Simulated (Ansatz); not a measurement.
C₂H₆N (SMILES [CH2-]CN), charge -1, singlet, at a GFN2-xTB geometry (a gas-phase anion, which may not be bound at this level); B3LYP5/6-311G** in Ansatz (a program for electronic structure).

Here is a job for Ansatz.
Ansatz 0.2 input:
```yaml
crystal:
  periodic: [false, false, false]
  atoms:
    - {symbol: C, position_ang: [1.34206891, -0.30342750, -0.00661096]}
    - {symbol: C, position_ang: [0.14876589, 0.55092354, -0.00453656]}
    - {symbol: N, position_ang: [-1.30721820, -0.07433856, 0.00884616]}
    - {symbol: H, position_ang: [1.32777328, -0.97632740, 0.89192972]}
    - {symbol: H, position_ang: [1.31633528, -0.98796197, -0.89606266]}
    - {symbol: H, position_ang: [0.10851373, 1.19267402, -0.89918986]}
    - {symbol: H, position_ang: [0.11990906, 1.20426517, 0.88213160]}
    - {symbol: H, position_ang: [-1.32833243, -0.69336521, 0.82186557]}
    - {symbol: H, position_ang: [-1.33868028, -0.70389088, -0.79571234]}
basis:
  gaussian:
    orbitals: 6-311G__.json
hamiltonian:
  xc: b3lyp5
total_charge: -1
accuracy: high
```
The basis file holds 6-311G** in the JSON format of the Basis Set Exchange.

It wrote (shortened):

```
Functional definition: B3LYP5
1917 factors; integrals over basis functions are off by at most 3.7e-9 eV
mean field evaluation 1: about -3653.8011 eV, gradient 4.2e1 eV
mean field evaluation 2: about -3638.0899 eV, gradient 7.5e1 eV
mean field evaluation 4: about -3658.1305 eV, gradient 7.3e0 eV
mean field evaluation 8: about -3658.2319 eV, gradient 5.0e-2 eV
mean field evaluation 16: about -3658.2319 eV, gradient 6.4e-6 eV
mean field -3658.23191970 eV, -134.4375434102 hartree, gradient 2.7e-8 eV, S^2 0.000000; 0 other end points of the search recorded, 0 dependent functions left out
reference -3658.23196094 eV, -134.4375449259 hartree; 13, 13 occupied and 77, 77 virtual orbitals, 1917 factors
Total energy: -3658.23196094 eV, -134.4375449259 hartree
```
